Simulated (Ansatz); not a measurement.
Relaxation of BrCl$_{2}$H$_{4}$HfNO (10 atoms, charge 0, multiplicity 1), to a largest force component of 0.03 eV/Å in at most 50 steps.

The calculation used RHF/def2-SVP (Ansatz 0.2.0).

```xyz
10
Properties=species:S:1:pos:R:3
Hf 0.355 0.526 -0.333
O -0.426 0.100 2.797
H -0.947 -0.366 3.432
N 2.065 0.052 -1.250
H 2.262 -0.803 -1.743
H 2.825 0.699 -1.388
Cl -1.031 1.698 -1.863
Cl -0.640 -1.627 -0.120
Br 1.227 2.418 1.340
H -0.061 0.884 3.234
```

Where does it end, and by what steps?

The run converged. After 20 steps the energy has fallen by 0.742 eV; H3 moved furthest, 0.95 Å. Joined: Hf1–O2 (3.25 → 2.38 Å).

| step | energy less start (eV) | largest force component (eV/Å) | accepted |
| --- | --- | --- | --- |
| 0 | 0.0000 | 1.064 | yes |
| 1 | -0.1468 | 0.772 | yes |
| 2 | -0.3122 | 0.707 | yes |
| 3 | -0.5238 | 1.247 | yes |
| 4 | -0.6386 | 1.558 | yes |
| 5 | -0.6773 | 0.847 | yes |
| 6 | -0.6961 | 0.653 | yes |
| 7 | -0.7005 | 0.236 | yes |
| 8 | -0.7104 | 0.101 | yes |
| 9 | -0.7154 | 0.070 | yes |
| 10 | -0.7238 | 0.190 | yes |
| 11 | -0.7259 | 0.342 | yes |
| 12 | -0.7137 | 0.556 | no |
| 13 | -0.7387 | 0.070 | yes |
| 14 | -0.7410 | 0.125 | yes |
| 15 | -0.7409 | 0.101 | no |
| 16 | -0.7418 | 0.078 | yes |
| 17 | -0.7420 | 0.082 | yes |
| 18 | -0.7422 | 0.065 | yes |
| 19 | -0.7422 | 0.049 | yes |
| 20 | -0.7423 | 0.014 | yes |

```xyz
10
Properties=species:S:1:pos:R:3
Hf 0.553 0.428 0.139
O -0.631 0.432 2.204
H -1.171 -0.285 2.513
N 1.960 0.109 -1.265
H 2.070 -0.739 -1.796
H 2.673 0.763 -1.540
Cl -1.247 1.555 -0.965
Cl 0.043 -1.921 0.440
Br 1.954 2.133 1.508
H -0.575 1.108 2.868
```

Whether the end is a true minimum wasn't checked by a vibrational analysis.

The run took 69 s on 4 threads of Intel(R) Xeon(R) Platinum 8259CL CPU @ 2.50GHz (Skylake/Cascade Lake) (shared host), peak memory 0.51 GiB.
